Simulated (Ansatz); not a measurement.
CH7AlBNO (`[CH3][AlH][O]BN`), relaxed with RKS PBE-D4/def2-SVP in Ansatz 0.2.0 from a rough embedded geometry. The force threshold is 0.03 eV/Å; the program also tests the step.

Total charge 0; spin multiplicity 1.

Start:

```xyz
12

C     1.851    0.338    0.613
Al    0.028    0.741    1.141
O    -1.265   -0.529    0.924
B    -1.855   -0.356   -0.439
N    -1.202   -1.187   -1.592
H     2.238    0.977   -0.148
H     1.915   -0.745    0.271
H     2.516    0.387    1.532
H    -0.343    2.212    1.735
H    -2.679    0.412   -0.640
H    -0.419   -1.746   -1.163
H    -0.785   -0.506   -2.232
```

```json
{"step": "1", "energy (eV)": "-11947.2520", "largest force (eV/Å)": "4.209", "largest move (Å)": "0.000"}
{"step": "2", "energy (eV)": "-11947.8888", "largest force (eV/Å)": "1.900", "largest move (Å)": "0.195"}
{"step": "3", "energy (eV)": "-11948.1233", "largest force (eV/Å)": "2.356", "largest move (Å)": "0.195"}
{"step": "4", "energy (eV)": "-11948.3358", "largest force (eV/Å)": "0.935", "largest move (Å)": "0.200"}
{"step": "5", "energy (eV)": "-11948.4316", "largest force (eV/Å)": "0.675", "largest move (Å)": "0.200"}
{"step": "6", "energy (eV)": "-11948.5097", "largest force (eV/Å)": "0.960", "largest move (Å)": "0.194"}
{"step": "7", "energy (eV)": "-11948.5649", "largest force (eV/Å)": "0.644", "largest move (Å)": "0.200"}
{"step": "8", "energy (eV)": "-11948.6123", "largest force (eV/Å)": "0.374", "largest move (Å)": "0.200"}
{"step": "9", "energy (eV)": "-11948.6349", "largest force (eV/Å)": "0.794", "largest move (Å)": "0.195"}
{"step": "10", "energy (eV)": "-11948.6620", "largest force (eV/Å)": "0.393", "largest move (Å)": "0.110"}
{"step": "11", "energy (eV)": "-11948.6799", "largest force (eV/Å)": "0.443", "largest move (Å)": "0.200"}
{"step": "12", "energy (eV)": "-11948.7041", "largest force (eV/Å)": "0.144", "largest move (Å)": "0.200"}
{"step": "13", "energy (eV)": "-11948.7098", "largest force (eV/Å)": "0.141", "largest move (Å)": "0.087"}
{"step": "14", "energy (eV)": "-11948.7141", "largest force (eV/Å)": "0.202", "largest move (Å)": "0.090"}
{"step": "15", "energy (eV)": "-11948.7187", "largest force (eV/Å)": "0.221", "largest move (Å)": "0.101"}
{"step": "16", "energy (eV)": "-11948.7257", "largest force (eV/Å)": "0.254", "largest move (Å)": "0.126"}
{"step": "17", "energy (eV)": "-11948.7330", "largest force (eV/Å)": "0.266", "largest move (Å)": "0.136"}
{"step": "18", "energy (eV)": "-11948.7394", "largest force (eV/Å)": "0.364", "largest move (Å)": "0.128"}
{"step": "19", "energy (eV)": "-11948.7450", "largest force (eV/Å)": "0.453", "largest move (Å)": "0.171"}
{"step": "20", "energy (eV)": "-11948.7657", "largest force (eV/Å)": "0.326", "largest move (Å)": "0.200"}
{"step": "21", "energy (eV)": "-11948.7698", "largest force (eV/Å)": "0.091", "largest move (Å)": "0.089"}
{"step": "22", "energy (eV)": "-11948.7714", "largest force (eV/Å)": "0.110", "largest move (Å)": "0.081"}
{"step": "23", "energy (eV)": "-11948.7721", "largest force (eV/Å)": "0.053", "largest move (Å)": "0.019"}
{"step": "24", "energy (eV)": "-11948.7722", "largest force (eV/Å)": "0.042", "largest move (Å)": "0.021"}
{"step": "25", "energy (eV)": "-11948.7731", "largest force (eV/Å)": "0.034", "largest move (Å)": "0.048"}
{"step": "26", "energy (eV)": "-11948.7733", "largest force (eV/Å)": "0.058", "largest move (Å)": "0.031"}
{"step": "27", "energy (eV)": "-11948.7736", "largest force (eV/Å)": "0.037", "largest move (Å)": "0.027"}
{"step": "28", "energy (eV)": "-11948.7737", "largest force (eV/Å)": "0.022", "largest move (Å)": "0.014"}
```

End:

```xyz
12

C     2.239    0.839    0.905
Al    0.349    0.510    1.294
O    -0.700    0.056    0.019
B    -1.547   -0.142   -1.034
N    -1.878   -1.440   -1.479
H     2.381    1.324   -0.083
H     2.801   -0.122    0.875
H     2.723    1.472    1.679
H    -0.306    0.582    2.749
H    -2.040    0.815   -1.620
H    -1.514   -2.290   -1.045
H    -2.508   -1.605   -2.261
```

Hardware: 4 threads of an Arm Neoverse V1 on a shared host. Wall time 41 s, peak host memory 0.19 GiB.
